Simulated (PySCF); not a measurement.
**Relaxation of doublet GeSe₂⁻**

Computed with PySCF, UPBE0, basis Ge def2-SVPD, Se def2-SVPD (no relativity, density fitting). A (50,194) grid was used.

A hand-made linear start, of D∞h symmetry, held to at least that symmetry:

```xyz
3
charge -1 multiplicity 2, angstrom
Ge    0.0000    0.0000    0.0000
Se    0.0000    0.0000    2.1800
Se    0.0000    0.0000   -2.1800
```

Q: What does it relax to?

A: It ends at D∞h with Ge–Se 2.304 Å (×2); Se–Ge–Se 180.0° (after a last refinement on a finer grid). A frequency run shows 2 imaginary modes (one degenerate set), down to 209i cm⁻¹, so it is a higher-order saddle point. Other isomers or separated fragments may lie lower.

Q: How much energy is released, and in how many steps?

A: 22.5 kJ/mol in 4 steps.
